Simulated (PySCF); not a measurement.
## Working out the excitation energy of Li

Li [He] 2s1 (2S) → Li [He] 2p1 (2P). All numbers are calculated (PySCF 2.14, scalar relativity by spin-free X2C-1e, in ANO-RCC-VTZP (4s3p2d1f, 30 functions)). Frozen: nothing. Energies in hartree (1 hartree = 27.21139 eV):

```json
{"part": "UHF", "Li (lower)": "-7.433391", "Li (upper)": "-7.365719"}
{"part": "MP2 opposite-spin", "Li (lower)": "-0.031073", "Li (upper)": "-0.030933"}
{"part": "MP2 same-spin", "Li (lower)": "-0.000292", "Li (upper)": "-0.000357"}
```

Problem. What does Hartree-Fock give?

Solution. (-7.365719) − (-7.433391) = 0.067672 hartree = 1.841 eV.

Problem. What do MP2 and SCS-MP2 (6/5 opposite-spin, 1/3 same-spin) give?

Solution. The opposite-spin parts differ by 0.004 eV and the same-spin parts by -0.002 eV. MP2: 1.841 + (0.004) + (-0.002) = 1.843 eV. SCS-MP2: 1.841 + 1.2 × (0.004) + (-0.002)/3 = 1.845 eV.

Measured between the centres of the two terms (NIST): 1.848 eV, so MP2 (valence and next inner shell) is off by -0.005 eV.

What remains against the reference includes basis incompleteness and correlation beyond second order.
